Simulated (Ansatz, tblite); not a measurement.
Cost and result up the ladder for the cluster Sn₃H₂ (5 atoms). Total charge 0; singlet. Geometry: PBE-D4/def2-SVP.

```xyz
5

Sn   -0.248   -0.034   -1.879
Sn    0.817    1.707    0.110
Sn   -0.312   -0.934    0.985
H    -0.850   -1.554   -0.960
H     0.593    0.815    1.745
```

Ansatz on 4 threads of Arm Neoverse N1 on a shared host; xTB runs through tblite on one thread. Times are rough, summed over both states, and most runs start from the orbitals of an earlier one. PBE0-D4/def2-TZVP serves as the yardstick here, not as an exact answer. The other state is a doublet.

In the def2 sets Sn takes a core potential; there is no spin–orbit coupling. The xTB rows come from tblite. The structure comes from a short search, and lower isomers may exist.

Raw xTB energies of ions are shifted by several eV.

```json
{"level": "PBE-D4/def2-TZVP", "functions": "162", "vertical IE (eV)": "7.26", "difference from PBE0-D4/def2-TZVP (eV)": "0.04"}
{"level": "GFN2-xTB", "functions": "29", "vertical IE (eV)": "11.54", "difference from PBE0-D4/def2-TZVP (eV)": "4.33"}
{"level": "r2SCAN-D4/def2-TZVP", "functions": "162", "vertical IE (eV)": "7.29", "difference from PBE0-D4/def2-TZVP (eV)": "0.08"}
{"level": "GFN1-xTB", "functions": "31", "vertical IE (eV)": "11.92", "difference from PBE0-D4/def2-TZVP (eV)": "4.70"}
{"level": "PBE0-D4/def2-TZVP (with forces)", "functions": "162", "vertical IE (eV)": "7.22", "difference from PBE0-D4/def2-TZVP (eV)": "0.00"}
```

Q: Estimate how long each takes.

A: GFN1-xTB 0.009 s; GFN2-xTB 0.012 s; PBE-D4/def2-TZVP 13 s; PBE0-D4/def2-TZVP (with forces) 21 s; r2SCAN-D4/def2-TZVP 32 s. On shared hardware such times vary by a factor of up to 3.
